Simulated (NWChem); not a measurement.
System: InH3S; SMILES [SH][InH2]

The following NWChem deck was run.

```
start job
memory heap 200 mb stack 900 mb global 1100 mb
geometry units angstroms noautoz
  In    -0.024534    -0.668358     0.000000
  H      1.515629    -1.429878     0.000000
  H     -1.598481    -1.364093     0.000000
  S      0.076789     1.741378     0.000000
  H     -1.264522     1.904879     0.000000
end
basis spherical
  * library def2-svp
end
ecp
  In library def2-ecp
end
dft
  xc xwpbe 1.00 cpbe96 1.0 hfexch 1.00
  cam 0.5 cam_alpha 0.0 cam_beta 1.0
  iterations 150
  vectors input atomic output neutral.movecs
end
task dft energy
charge 1
dft
  odft
  mult 2
  vectors input atomic output cation.movecs
end
task dft energy
```

Output (shortened):

```
             Northwest Computational Chemistry Package (NWChem) 7.3.0
             --------------------------------------------------------

 CS  symmetry detected

                             Geometry "geometry" -> ""
                             -------------------------

 Output coordinates in angstroms (scale by  1.889725989 to convert to a.u.)

  No.       Tag          Charge          X              Y              Z
 ---- ---------------- ---------- -------------- -------------- --------------
    1 In                  49.0000     0.00884539    -0.58336352     0.00000000
    2 H                    1.0000     1.56678026    -1.30783142     0.00000000
    3 H                    1.0000    -1.54801234    -1.31654178     0.00000000
    4 S                   16.0000     0.05250856     1.82810646     0.00000000
    5 H                    1.0000    -1.29232906     1.95948212     0.00000000

 Effective nuclear repulsion energy (a.u.)     222.8010713667

      Symmetry information
      --------------------

 Group name             Cs
 Group number              2
 Group order               2
 No. of unique centers     5

 Summary of "ao basis" -> "ao basis" (spherical)
 ------------------------------------------------------------------------------
       Tag                 Description            Shells   Functions and Types
 ---------------- ------------------------------  ------  ---------------------
 In                         def2-svp                10       26   4s4p2d
 H                          def2-svp                 3        5   2s1p
 S                          def2-svp                 8       18   4s3p1d

      Symmetry analysis of basis
      --------------------------

        a'         43
        a"         16

            General Information
            -------------------
          SCF calculation type: DFT
          Wavefunction type:  closed shell.
          No. of atoms     :     5
          No. of electrons :    40
           Alpha electrons :    20
            Beta electrons :    20
          Charge           :     0
          Spin multiplicity:     1
          Use of symmetry is: on ; symmetry adaption is: on
          Maximum number of iterations: 150
          AO basis - number of functions:    59
                     number of shells:    27
          Convergence on energy requested:  1.00D-06
          Convergence on density requested:  1.00D-05
          Convergence on gradient requested:  5.00D-04

              XC Information
              --------------
                     Hartree-Fock (Exact) Exchange  1.000
                     LC-wPBE(h)Exchange Functional  1.000
            Perdew 1991 LDA Correlation Functional  1.000 local
           PerdewBurkeErnz. Correlation Functional  1.000 non-local

           Range-Separation Parameters
           ---------------------------
           Alpha           :  0.00
           Beta            :  1.00
           Gamma           :  0.50
           Short-Range HF  :     F

             Grid Information
             ----------------
          Grid used for XC integration:  medium
          Radial quadrature: Mura-Knowles
          Angular quadrature: Lebedev.
          Tag              B.-S. Rad. Rad. Pts. Rad. Cut. Ang. Pts.
          ---              ---------- --------- --------- ---------
          In                  1.55      123          10.0       590
          H                   0.35       45          11.0       434
          S                   1.00       88          10.0       590
          Grid pruning is: on
          Number of quadrature shells:   346
          Spatial weights used:  Erf1

      Superposition of Atomic Density Guess
      -------------------------------------

 Sum of atomic energies:        -616.89545737

      Non-variational initial energy
      ------------------------------

 Total energy =    -588.287848
 1-e energy   =   -1089.058673
 2-e energy   =     398.684849
 HOMO         =      -0.324816
 LUMO         =      -0.002857

      Symmetry analysis of molecular orbitals - initial
      -------------------------------------------------

  Numbering of irreducible representations:

     1 a'          2 a"

  Orbital symmetries:

     1 a'          2 a'          3 a'          4 a'          5 a"
     6 a'          7 a'          8 a'          9 a"         10 a'
    11 a'         12 a'         13 a"         14 a"         15 a'
    16 a'         17 a'         18 a'         19 a'         20 a"
    21 a"         22 a'         23 a'         24 a'         25 a'
    26 a'         27 a"         28 a'         29 a'         30 a"

   convergence    iter        energy       DeltaE   RMS-Dens  Diis-err
 ---------------- ----- ----------------- --------- --------- ---------
 d= 0,ls=0.0,diis     1   -589.8919470792 -6.92D+02  1.10D-02  2.18D-01
 d= 0,ls=0.0,diis     2   -589.9241597155 -3.22D-02  3.07D-03  2.67D-02
 d= 0,ls=0.0,diis     3   -589.9281608884 -4.00D-03  1.07D-03  2.10D-03
 d= 0,ls=0.0,diis     4   -589.9285670362 -4.06D-04  2.24D-04  7.87D-05
 d= 0,ls=0.0,diis     5   -589.9285902364 -2.32D-05  6.27D-05  4.52D-06
  Resetting Diis
 d= 0,ls=0.0,diis     6   -589.9285919146 -1.68D-06  1.91D-05  2.66D-07
 d= 0,ls=0.0,diis     7   -589.9285920625 -1.48D-07  4.97D-06  2.74D-08

         Total DFT energy =     -589.928592062530
      One electron energy =    -1090.051722046342
           Coulomb energy =      441.461341808399
    Exchange-Corr. energy =      -43.424188047475
 Nuclear repulsion energy =      102.085976222888

 Numeric. integr. density =       39.999970990321

                  Occupations of the irreducible representations
                  ----------------------------------------------

                     irrep           alpha         beta
                     --------     --------     --------
                     a'               15.0         15.0
                     a"                5.0          5.0

                       DFT Final Molecular Orbital Analysis
                       ------------------------------------

 Vector   18  Occ=2.000000D+00  E=-4.318783D-01  Symmetry=a'
              MO Center=  2.7D-01, -9.3D-01,  6.4D-16, r^2= 3.4D+00
   Bfn.  Coefficient  Atom+Function         Bfn.  Coefficient  Atom+Function
  ----- ------------  ---------------      ----- ------------  ---------------
    11      0.364956  1 In px                27      0.332254  2 H  s
    32     -0.256684  3 H  s                 28      0.223075  2 H  s
    33     -0.175232  3 H  s                 17      0.156277  1 In d -2
     8     -0.121195  1 In px                 5     -0.113194  1 In px
    55      0.096340  5 H  s                 14      0.082288  1 In px

 Vector   19  Occ=2.000000D+00  E=-4.037110D-01  Symmetry=a'
              MO Center= -1.2D-01,  1.0D+00, -1.0D-16, r^2= 3.6D+00
   Bfn.  Coefficient  Atom+Function         Bfn.  Coefficient  Atom+Function
  ----- ------------  ---------------      ----- ------------  ---------------
    48      0.460577  4 S  py                45      0.358834  4 S  py
    12     -0.296975  1 In py                42      0.207784  4 S  py
    32      0.180583  3 H  s                 33      0.150495  3 H  s
    21     -0.139424  1 In d  2              40      0.136293  4 S  s
    47      0.132157  4 S  px                39      0.115964  4 S  s

 Vector   20  Occ=2.000000D+00  E=-3.781757D-01  Symmetry=a"
              MO Center=  2.8D-02,  1.7D+00,  2.2D-15, r^2= 1.7D+00
   Bfn.  Coefficient  Atom+Function         Bfn.  Coefficient  Atom+Function
  ----- ------------  ---------------      ----- ------------  ---------------
    49      0.632456  4 S  pz                46      0.436425  4 S  pz
    43      0.251635  4 S  pz                13      0.104957  1 In pz
    18     -0.080332  1 In d -1              16      0.079259  1 In pz
    23      0.044060  1 In d -1              10     -0.034611  1 In pz
     7     -0.032635  1 In pz

 Vector   21  Occ=0.000000D+00  E= 1.368034D-02  Symmetry=a"
              MO Center=  4.1D-03, -5.6D-01,  5.2D-14, r^2= 5.1D+00
   Bfn.  Coefficient  Atom+Function         Bfn.  Coefficient  Atom+Function
  ----- ------------  ---------------      ----- ------------  ---------------
    16      0.705182  1 In pz                13      0.427944  1 In pz
    49     -0.285428  4 S  pz                10     -0.133313  1 In pz
     7     -0.123762  1 In pz                46     -0.123560  4 S  pz
    43     -0.073860  4 S  pz                51     -0.030706  4 S  d -1
    18      0.028198  1 In d -1

 Vector   22  Occ=0.000000D+00  E= 7.994461D-02  Symmetry=a'
              MO Center= -1.1D-01, -1.3D-01,  6.6D-15, r^2= 5.9D+00
   Bfn.  Coefficient  Atom+Function         Bfn.  Coefficient  Atom+Function
  ----- ------------  ---------------      ----- ------------  ---------------
     4      0.859225  1 In s                 15      0.813032  1 In py
    40     -0.691601  4 S  s                 48      0.533769  4 S  py
     3      0.416050  1 In s                 33     -0.361756  3 H  s
     1     -0.264080  1 In s                 28     -0.256723  2 H  s
    45      0.184375  4 S  py                39     -0.179094  4 S  s

 Vector   23  Occ=0.000000D+00  E= 1.024261D-01  Symmetry=a'
              MO Center= -8.4D-02, -1.3D+00, -2.1D-14, r^2= 5.8D+00
   Bfn.  Coefficient  Atom+Function         Bfn.  Coefficient  Atom+Function
  ----- ------------  ---------------      ----- ------------  ---------------
    15     -0.978533  1 In py                 4      0.971772  1 In s
    33     -0.900472  3 H  s                 28     -0.808396  2 H  s
    40      0.482958  4 S  s                  3      0.360024  1 In s
    56     -0.258251  5 H  s                 47     -0.205018  4 S  px
     1     -0.199347  1 In s                 32     -0.180964  3 H  s

     Multipole analysis of the density
     ---------------------------------

[...]
```

Level: LC-wPBE (HJS exchange hole, range parameter 0.5 per bohr)/def2-SVP with def2 effective core potentials on In, vertical spin-unrestricted ions. The geometry was optimised at PBE0/def2-SVP. def2 effective core potentials on In; no spin-orbit coupling.
